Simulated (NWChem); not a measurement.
Molecule: C2H6BF; SMILES CB(C)F

All runs: NWChem. Coordinates come from a B3LYP/6-31G* (spherical d) optimisation. Ions are spin-unrestricted doublets at the neutral geometry; other ion states weren't tried.

What does the run give for M06-2X/def2-SVP? Quantities: vertical ionisation energy, ΔSCF (eV); −ε(HOMO) (eV).


```
Quantity                               Value
-------------------------------------  -----
vertical ionisation energy, ΔSCF (eV)  11.24
−ε(HOMO) (eV)                           9.99
```
